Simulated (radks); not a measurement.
The numbers below are computed, except where a source is named.
Task: Radial electron density D(r) = 4 pi r^2 rho(r) of an atom or ion with 30 electrons. Code: a radial shooting solver on a logarithmic mesh with Libxc functionals. Model: Dirac Kohn-Sham, PBE, spin-unpolarised, spherical densities, finite nucleus; Fermi nuclear charge, rms radius of each element as measured or else 0.836 A^(1/3) + 0.57 fm.

```
   r/bohr * D(r) (the largest magnitude, 83.1, reaches the edge; | marks zero)
 0.002048 |   *
 0.002624 |     *
 0.003362 |       *
 0.004274 |           *
 0.005477 |                *
 0.007019 |                      *
 0.008995 |                            *
  0.01143 |                                   *
  0.01465 |                                        *
  0.01878 |                                           *
  0.02387 |                                          *
  0.03059 |                                       *
   0.0392 |                                     *
  0.05023 |                                        *
  0.06386 |                                               *
  0.08183 |                                                      *
   0.1049 |                                                    *
   0.1344 |                                          *
   0.1708 |                                    *
   0.2189 |                                         *
   0.2805 |                                           *
   0.3595 |                               *
    0.457 |               *
   0.5856 |     *
   0.7504 |  *
    0.954 |*
    1.222 *
    1.567 *
    2.007 *
```

What is the nuclear charge?

Result: Z = 51. The innermost maximum, from 1s, lies near gamma/Z bohr with gamma = sqrt(1 - (Z/c)^2) = 0.928, here 0.0182 bohr (found: 0.0199), and its height grows with Z. The density is that of the antimony ion Sb21+ in [Ar] 3d10 4s2; the configuration itself is not fixed sharply by these data, and Z only to a few units. D(r) has 3 maxima, at r = 0.0199, 0.0879, 0.261 bohr, and minima at 0.0395, 0.171 bohr, inside which lie 2.04, 11.19 electrons.
